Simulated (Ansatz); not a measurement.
`[CH3][SnH2][B](N)F` + H₂Te → `NB(F)[TeH]` + `[CH3][SnH3]`  (cleavage of the B–Sn bond)

Isolated molecules relaxed with PBE0-D4/def2-TZVP in Ansatz; ΔE leaves out vibrations. CCSD(T)/CBS is the MP2 limit (def2-TZVPP, def2-QZVPP) plus CCSD(T) − MP2 in def2-TZVPP, frozen cores. DFT in def2-TZVPP. def2 core potentials past Kr. For Sn, Te outer-core shells are correlated without core-valence functions, which leaves a few kJ/mol of doubt a bond. Each species was taken in one conformer, which may not be the lowest.

| level | ΔE (eV) |
| --- | --- |
| PBE0-D4 | -0.49 |
| r2SCAN | -0.52 |

(1) What does CCSD(T)/CBS give? (An estimate is asked.)

Largest T1 diagnostic among the species: 0.013.

Answers

(1) Ansatz gave: -0.47 eV. The listed levels differ from it by -0.02, -0.05 eV.

From PBE to PBE0 (25 % exact exchange), in def2-TZVPP and without D4, ΔE moves by −0.03 eV.
